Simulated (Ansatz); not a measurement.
A run of Ansatz (development build ahead of 0.2.0) on singlet Li₄F₄ at this shape:

```yaml
atoms:
  - { symbol: Li, position_ang: [-0.8556, -0.8541, -0.8550] }
  - { symbol: F, position_ang: [-0.9488, -0.9504, 0.9495] }
  - { symbol: F, position_ang: [-0.9487, 0.9481, -0.9490] }
  - { symbol: Li, position_ang: [-0.8556, 0.8556, 0.8546] }
  - { symbol: F, position_ang: [0.9491, -0.9493, -0.9481] }
  - { symbol: Li, position_ang: [0.8545, -0.8549, 0.8547] }
  - { symbol: Li, position_ang: [0.8553, 0.8563, -0.8563] }
  - { symbol: F, position_ang: [0.9498, 0.9486, 0.9497] }
```

Its results:

```json
{
  "Converged": "yes",
  "Reference energy": "-428.10372 hartree",
  "Correlation energy": "-0.83587 hartree",
  "Total energy": "-428.93959 hartree",
  "Spin squared of the determinant": "0.000"
}
```

Q: Which input gives this output? Name the method, the orbitals and the basis set, and write the input.

A: RHF-MP2 in cc-pVDZ. An unrestricted run that stays on the closed shell gives the same numbers.

```yaml
crystal:
  periodic: [false, false, false]
  atoms:
    - { symbol: Li, position_ang: [-0.85562, -0.85406, -0.85505] }
    - { symbol: F, position_ang: [-0.94876, -0.9504, 0.94951] }
    - { symbol: F, position_ang: [-0.9487, 0.9481, -0.94896] }
    - { symbol: Li, position_ang: [-0.85556, 0.85557, 0.85455] }
    - { symbol: F, position_ang: [0.94907, -0.94928, -0.94808] }
    - { symbol: Li, position_ang: [0.85445, -0.85487, 0.85467] }
    - { symbol: Li, position_ang: [0.85527, 0.8563, -0.85633] }
    - { symbol: F, position_ang: [0.94983, 0.94865, 0.9497] }
basis:
  gaussian: { orbitals: cc-pVDZ }
hamiltonian:
  xc: hf
correlation:
  method: mp2
  frozen_orbitals: { F: 1, Li: 0 }
```
